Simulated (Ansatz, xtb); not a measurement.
## A geometry optimisation of C2H3Ge− with r2SCAN-D4/def2-SVPD

The starting geometry of this gas-phase singlet was built from a drawn formula by distance geometry and a force field; its bonds are those of `[C-]1=[CH][GeH2]1`.

```xyz
6

C    -1.2881    0.8008    0.7103
C    -1.0106   -0.3463   -0.1101
Ge    0.4845    0.3008    0.7298
H    -1.3998   -1.0643   -0.8346
H     0.9031   -0.8552    1.6793
H     1.3783    0.8892   -0.3985
```

Problem. Predict what becomes of its bonds when it is optimised with r2SCAN-D4/def2-SVPD.

Solution. A bond breaks, leaving `C#[C][GeH2-]`. Distances that change by over a tenth: C1–C2 (1.44 → 1.23 Å). Contacts that open: C2–Ge3 (1.83 → 3.21 Å).

The energy falls by 2.39 eV over 31 steps:

```csv
step,E − E(last) (eV)
1,2.391
4,1.398
8,1.068
11,1.004
14,1.003
18,0.998
21,0.974
24,0.813
28,0.023
31,0.000
```

Final geometry (Å):

```csv
atom,x (Å),y (Å),z (Å)
C,-0.6689,-0.1308,0.2148
C,-1.6788,-0.6045,-0.3106
Ge,0.7485,0.7831,1.2614
H,-2.5375,-1.0347,-0.7906
H,1.6368,-0.5394,1.4354
H,1.5672,1.2512,-0.0344
```

From the same start GFN2-xTB reaches the same bonding as this run.

No frequencies were run, so the end isn't proven a minimum. Run with Ansatz 0.2.0, 4 min on 1 thread of AMD EPYC (Zen 3), with other jobs on the host.
